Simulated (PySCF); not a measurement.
Be(Me)(NMe2) (C3H9BeN), SMILES [CH3][Be][N](C)C.

Geometry optimised at ωB97X-D3(BJ)/def2-SVP. The structure was generated by enumeration; whether it is a known compound was not checked. The values are those of a single conformer.

Calculation: PBE/def2-TZVP (PySCF).

The molecule is in vacuum.

Computed frontier levels, gap, dipole moment and polarisability:
```yaml
highest_occupied_level: -4.91 eV
lowest_empty_level: -0.52 eV
orbital_gap: 4.39 eV
dipole_moment: 0.71 D
quadrupole, principal values (traceless, Buckingham form, about the centre of nuclear charge): -3.47, -0.23, 3.69 D·Å
mean_static_polarisability: 65.5 bohr³ (9.71 Å³)
polarisability_principal_values: 54.7, 62.1, 79.7 bohr³
```
